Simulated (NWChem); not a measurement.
hexafluoroethane (C₂F₆); SMILES C(F)(F)(C(F)(F)F)F

```xyz
8

F     -0.4863     1.1468    -1.2185
C      0.0000     0.0000    -0.7710
F      1.2363    -0.1522    -1.2185
F     -0.7500    -0.9946    -1.2185
C      0.0000     0.0000     0.7710
F      0.7557     0.9902     1.2185
F     -1.2354     0.1593     1.2185
F      0.4797    -1.1495     1.2185
```
Atoms are numbered in this order, from 1.

Results from NWChem. All runs use the structure optimised with PBE0/def2-SVP. Level PBE/def2-SVP: single points from the atomic guess with DIIS by default; each run changes one setting, and all converged runs end within 0.3 mHa of each other. cgmin counts macro-iterations, each dearer than a DIIS step. NWChem's automatic level shift, which a small gap switches on, acted in some of these runs.

```
setting                                  SCF iterations
---------------------------------------  --------------
defaults                                              7
core-Hamiltonian guess                               12
70 % damping for 30 cycles                           33
level shift of 0.5 Ha throughout                     11
quadratically convergent solver (cgmin)               5
no level shifting                                     7
```
